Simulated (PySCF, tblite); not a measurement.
Isomers of C2H8N2Si2, one GFN2-xTB conformer each. Single-point energies are computed at PBE0/pcSseg-1 (PySCF, gas phase, no added dispersion term), electronic only.

```tsv
SMILES	GFN2-xTB relative energy (kJ/mol)
N[Si@@H]1N=C[C@H]1[SiH3]	80.1
CN([SiH3])[SiH2]C#N	0.0
N#C[C@H]([SiH3])[SiH2]N	43.6
N#C[SiH2]C[SiH2]N	103.5
C[SiH2][Si@@H](N)C#N	128.6
C#C[Si@H](N)[SiH2]N	148.1
N#C[SiH2]CN[SiH3]	90.1
```

Conformers: `[NH2:1][Si@@H:2]1[N:3]=[CH:4][C@H:5]1[SiH3:6]` with H–N1–Si2–N3 -108° and 27°; `[CH3:1][N:2]([SiH3:3])[SiH2:4][C:5]#[N:6]` with C1–N2–Si4–C5 46°; `[N:1]#[C:2][C@H:3]([SiH3:4])[SiH2:5][NH2:6]` with C2–C3–Si5–N6 54°, C3–Si5–N6–H 176° and -45°; `[N:1]#[C:2][SiH2:3][CH2:4][SiH2:5][NH2:6]` with C2–Si3–C4–Si5 37°, Si3–C4–Si5–N6 41°, C4–Si5–N6–H -58° and 168°; `[CH3:1][SiH2:2][Si@@H:3]([NH2:4])[C:5]#[N:6]` with C1–Si2–Si3–N4 -63°, Si2–Si3–N4–H 164° and -53°; `[CH:1]#[C:2][Si@H:3]([NH2:4])[SiH2:5][NH2:6]` with C2–Si3–N4–H 61° and -77°, C2–Si3–Si5–N6 20°, Si3–Si5–N6–H -39° and -178°; `[N:1]#[C:2][SiH2:3][CH2:4][NH:5][SiH3:6]` with C2–Si3–C4–N5 180°, Si3–C4–N5–Si6 149°.

Q: What does PBE0/pcSseg-1 give for the same structures?

A: 
```
                  SMILES  PBE0/pcSseg-1 E (Eh)  PBE0/pcSseg-1 (kJ/mol)  GFN2-xTB (kJ/mol)  point group
    C[SiH2][Si@@H](N)C#N            -769.02726                     0.0              128.6           C1
       N#C[SiH2]C[SiH2]N            -769.02658                     1.8              103.5           C1
     CN([SiH3])[SiH2]C#N            -769.01314                    37.1                0.0           C1
 N#C[C@H]([SiH3])[SiH2]N            -769.01064                    43.6               43.6           C1
N[Si@@H]1N=C[C@H]1[SiH3]            -769.00107                    68.8               80.1           C1
       N#C[SiH2]CN[SiH3]            -768.99058                    96.3               90.1           C1
     C#C[Si@H](N)[SiH2]N            -768.98501                   110.9              148.1           C1
```

GFN2-xTB puts CN([SiH3])[SiH2]C#N lowest instead; measured from each level's own lowest isomer, the values differ by up to 128.6 kJ/mol (C[SiH2][Si@@H](N)C#N: 128.6 against 0.0). As drawn, the lowest has a C≡N group, which the highest lacks; the highest has a C≡C bond, which the lowest lacks. Neighbours under 10 kJ/mol apart (C[SiH2][Si@@H](N)C#N and N#C[SiH2]C[SiH2]N; CN([SiH3])[SiH2]C#N and N#C[C@H]([SiH3])[SiH2]N) can change places with a better method, another conformer or zero-point energy.

Q: Which frontier levels, dipoles and rotational constants go with these structures?

A: 
```tsv
SMILES	HOMO (eV, PBE0/pcSseg-1)	LUMO (eV)	dipole (D)	A, B, C (MHz)
C[SiH2][Si@@H](N)C#N	-7.80	-0.88	4.26	2771, 1470, 1198
N#C[SiH2]C[SiH2]N	-7.56	-0.41	3.00	2923, 1579, 1228
CN([SiH3])[SiH2]C#N	-7.47	-0.75	3.65	4941, 1226, 1079
N#C[C@H]([SiH3])[SiH2]N	-7.75	0.19	3.40	2472, 1893, 1344
N[Si@@H]1N=C[C@H]1[SiH3]	-6.57	-0.53	1.98	4321, 1524, 1278
N#C[SiH2]CN[SiH3]	-7.10	-0.47	3.74	8423, 763.6, 724.0
C#C[Si@H](N)[SiH2]N	-7.16	-0.53	1.47	2558, 1723, 1168
```

Q: What happens when harmonic zero-point energies from GFN2-xTB frequencies are added?

A: 
| SMILES | ZPE (kJ/mol) | electronic (kJ/mol) | with ZPE (kJ/mol) |
| --- | --- | --- | --- |
| C[SiH2][Si@@H](N)C#N | 249.1 | 0.0 | 2.6 |
| N#C[SiH2]C[SiH2]N | 244.7 | 1.8 | 0.0 |
| CN([SiH3])[SiH2]C#N | 241.3 | 37.1 | 31.9 |
| N#C[C@H]([SiH3])[SiH2]N | 239.6 | 43.6 | 36.7 |
| N[Si@@H]1N=C[C@H]1[SiH3] | 247.1 | 68.8 | 69.3 |
| N#C[SiH2]CN[SiH3] | 239.9 | 96.3 | 89.7 |
| C#C[Si@H](N)[SiH2]N | 247.2 | 110.9 | 111.6 |

The zero-point energies span 9.5 kJ/mol. N#C[SiH2]C[SiH2]N becomes the lowest.
